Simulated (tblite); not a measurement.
C5H13NOSi.
Z-matrix (Å and degrees, GFN2-xTB geometry), rows numbered from 1:
```
C 
N   1  1.4420
C   2  1.3533  1  122.56
O   3  1.2132  2  122.68  1    -1.50
C   3  1.5188  2  114.54  1   177.69
C   5  1.5316  3  109.80  2  -105.64
C   6  1.5278  5  113.20  3    64.25
Si  7  1.9021  6  115.29  5    64.26
H   1  1.0890  2  107.25  3     4.58
H   1  1.0924  2  110.98  3  -114.74
H   1  1.0914  2  110.71  3   123.90
H   2  1.0071  1  117.61  3   176.13
H   5  1.0915  3  107.63  2   136.15
H   5  1.0906  3  111.22  2    16.89
H   6  1.0933  5  107.90  3   -56.89
H   6  1.0928  5  108.94  3  -173.72
H   7  1.0927  6  107.81  5  -174.94
H   7  1.0920  6  108.99  5   -60.36
H   8  1.4712  7  111.74  6   -76.10
H   8  1.4635  7  109.76  6    43.99
H   8  1.4627  7  108.90  6   164.99
```

Computed with GFN2-xTB (tblite): harmonic, unscaled wavenumbers at the GFN2-xTB geometry, gas phase. The method is semi-empirical: single wavenumbers can be off by several per cent or more. Modes of hydrogen on silicon can be 10 to 20 % off. One conformer, not necessarily the lowest.

Harmonic wavenumbers (cm⁻¹): 28.8, 58.3, 71.7, 121.3, 127.2, 156.3, 188.0, 269.0, 282.7, 383.4, 428.1, 464.6, 515.6, 549.3, 603.9, 680.6, 712.3, 760.7, 779.9, 799.6, 816.2, 869.2, 894.4, 967.8, 1009.5, 1084.1, 1103.6, 1106.7, 1121.2, 1129.3, 1148.6, 1217.7, 1243.5, 1293.8, 1317.1, 1347.8, 1392.3, 1426.2, 1464.5, 1465.3, 1480.7, 1485.2, 1492.1, 1740.6, 2191.2, 2267.0, 2274.6, 2956.4, 2961.6, 2962.9, 2973.8, 2980.9, 2984.5, 2985.8, 2992.1, 3032.7, 3459.0.

A = 2442, B = 997.3, C = 802.4 MHz; mass 131.077 u (most abundant isotopes); point group C1, symmetry number 1.

Task: Zero-point energy?

Result: ½Σν̃ = 37311 cm⁻¹ = 106.68 kcal/mol.

Task: Entropy at 298.15 K, 1 bar (ideal gas, RRHO, classical rotation)?

Result: Translation 40.55, rotation 29.49, vibration 35.40: S = 105.4 cal/(mol K).

Task: And Cp and H(298.15 K) − H(0)?

Result: Cp = 41.78 cal/(mol K), of which vibrations give 33.83 (their classical limit is 57 R = 113.3); H(298.15 K) − H(0) = 7.64 kcal/mol without the zero-point energy, 5.27 from vibrations.

Task: What must be added to the electronic energy to get the Gibbs energy at 298.15 K and 1 bar?

Result: ZPE + [H(298.15 K) − H(0)] − T·S = 106.68 + 7.64 − 31.44 = 82.88 kcal/mol.

Task: Which modes carry the vibrational entropy at 298.15 K?

Result: 28.8 cm⁻¹: 5.91; 58.3 cm⁻¹: 4.51; 71.7 cm⁻¹: 4.11; 121.3 cm⁻¹: 3.08; 127.2 cm⁻¹: 2.99; 156.3 cm⁻¹: 2.59 cal/(mol K); the other 51 give 12.21 together.

Hindered rotation and anharmonicity are outside this model. Other conformers, if any are populated, would add a mixing term that is left out. The structure is chiral; the term R ln 2 for an equal mix with its mirror image is left out.

Time: 0.84 s of wall time. Hardware: one thread, Arm Neoverse V1 (aarch64), no GPU, shared host with 32 logical CPUs at a one-minute load of 25. This covers the Hessian and the dipole derivatives.
